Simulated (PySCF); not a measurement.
## `C=C[C@H]([SiH3])[Si@@H]([SiH3])P`, C3H13PSi3

Molfile (atoms numbered from 1):
```
C3H13PSi3
     RDKit          3D

 20 19  0  0  0  0  0  0  0  0999 V2000
   -1.2660   -2.4717    0.5436 C   0  0  0  0  0  0  0  0  0  0  0  0
   -1.1765   -1.4332   -0.2723 C   0  0  0  0  0  0  0  0  0  0  0  0
   -0.7924   -0.0613    0.1443 C   0  0  2  0  0  0  0  0  0  0  0  0
   -2.1709    1.1804   -0.2860 Si  0  0  0  0  0  4  0  0  0  0  0  0
    0.9137    0.3743   -0.6390 Si  0  0  1  0  0  4  0  0  0  0  0  0
    1.9952    1.9986    0.6314 Si  0  0  0  0  0  4  0  0  0  0  0  0
    1.9258   -1.6226   -0.8677 P   0  0  0  0  0  0  0  0  0  0  0  0
   -1.0775   -2.3768    1.6018 H   0  0  0  0  0  0  0  0  0  0  0  0
   -1.5371   -3.4529    0.1944 H   0  0  0  0  0  0  0  0  0  0  0  0
   -1.3772   -1.5601   -1.3291 H   0  0  0  0  0  0  0  0  0  0  0  0
   -0.6636   -0.0537    1.2331 H   0  0  0  0  0  0  0  0  0  0  0  0
   -1.7546    2.5079    0.1718 H   0  0  0  0  0  0  0  0  0  0  0  0
   -2.3828    1.2003   -1.7323 H   0  0  0  0  0  0  0  0  0  0  0  0
   -3.4056    0.7771    0.3877 H   0  0  0  0  0  0  0  0  0  0  0  0
    0.6879    0.7782   -2.0440 H   0  0  0  0  0  0  0  0  0  0  0  0
    3.1810    2.5312   -0.0438 H   0  0  0  0  0  0  0  0  0  0  0  0
    1.1160    3.1323    0.9232 H   0  0  0  0  0  0  0  0  0  0  0  0
    2.4568    1.4811    1.9250 H   0  0  0  0  0  0  0  0  0  0  0  0
    2.1272   -1.8203    0.4865 H   0  0  0  0  0  0  0  0  0  0  0  0
    3.1953   -1.0981   -1.0317 H   0  0  0  0  0  0  0  0  0  0  0  0
  1  2  2  0
  2  3  1  0
  3  4  1  0
  3  5  1  0
  5  6  1  0
  5  7  1  0
  1  8  1  0
  1  9  1  0
  2 10  1  0
  3 11  1  1
  4 12  1  0
  4 13  1  0
  4 14  1  0
  5 15  1  6
  6 16  1  0
  6 17  1  0
  6 18  1  0
  7 19  1  0
  7 20  1  0
M  END
```

Computed with TDDFT CAM-B3LYP/def2-SVPD circular dichroism and optical rotation, one conformer, gas phase (PySCF). Geometry: GFN2-xTB.

The molecule is flexible and this is one conformer; a measurement averages over conformers.

Problem. Assign R or S to each stereocentre.

Solution. C3 R, Si5 S.

Problem. Which excitations and rotatory strengths does the calculation give?

Solution. Rotatory strengths R in 10⁻⁴⁰ esu² cm², velocity form and length form (origin at the centre of mass); f in length form.
| state | E (eV) | λ (nm) | f | R (velocity) | R (length) | main |
| --- | --- | --- | --- | --- | --- | --- |
| 1 | 6.12 | 203 | 0.116 | +226.1 | +223.5 | HOMO→LUMO 0.80 |
| 2 | 6.34 | 196 | 0.180 | -86.3 | -85.7 | HOMO→LUMO+1 0.37, HOMO−1→LUMO 0.19 |
| 3 | 6.40 | 194 | 0.042 | -78.2 | -78.0 | HOMO→LUMO+2 0.64, HOMO−1→LUMO 0.14 |
| 4 | 6.46 | 192 | 0.005 | +15.7 | +15.3 | HOMO−1→LUMO 0.34, HOMO→LUMO+1 0.34 |
| 5 | 6.55 | 189 | 0.020 | +8.8 | +8.8 | HOMO−1→LUMO+1 0.41, HOMO−1→LUMO+2 0.24 |
| 6 | 6.63 | 187 | 0.073 | -30.0 | -28.5 | HOMO→LUMO+4 0.15, HOMO→LUMO+1 0.12 |
| 7 | 6.72 | 185 | 0.279 | -54.5 | -53.2 | HOMO−1→LUMO+2 0.42, HOMO−1→LUMO 0.15 |
| 8 | 6.98 | 178 | 0.150 | +6.4 | +2.4 | HOMO→LUMO+3 0.46, HOMO−1→LUMO+1 0.10 |
| 9 | 7.17 | 173 | 0.050 | -66.4 | -63.8 | HOMO−1→LUMO+3 0.44, HOMO→LUMO+7 0.20 |
| 10 | 7.28 | 170 | 0.036 | +8.7 | +8.4 | HOMO−1→LUMO+4 0.26, HOMO−1→LUMO+6 0.18 |
| 11 | 7.31 | 170 | 0.063 | +25.2 | +25.2 | HOMO→LUMO+6 0.27, HOMO→LUMO+4 0.22 |
| 12 | 7.53 | 165 | 0.034 | +11.9 | +9.8 | HOMO→LUMO+5 0.58, HOMO−1→LUMO+5 0.09 |
| 13 | 7.58 | 164 | 0.081 | +55.8 | +51.9 | HOMO−2→LUMO 0.28, HOMO→LUMO+7 0.14 |
| 14 | 7.61 | 163 | 0.042 | -56.3 | -52.5 | HOMO→LUMO+7 0.25, HOMO−2→LUMO 0.24 |
| 15 | 7.65 | 162 | 0.047 | -13.2 | -12.9 | HOMO−1→LUMO+6 0.18, HOMO−1→LUMO+4 0.16 |
| 16 | 7.72 | 161 | 0.008 | -2.0 | -1.8 | HOMO−1→LUMO+7 0.11, HOMO→LUMO+11 0.10 |

Among the states computed, the strongest CD band (largest |R|) is state 1. The largest dissymmetry factor in size, g = 4R/(D+G), with D and G the electric and magnetic dipole strengths, is +0.025 for state 4 (velocity form, f = 0.006), among bands with |R| over 0.5. The mirror image has the same energies and oscillator strengths and all R with the opposite sign.
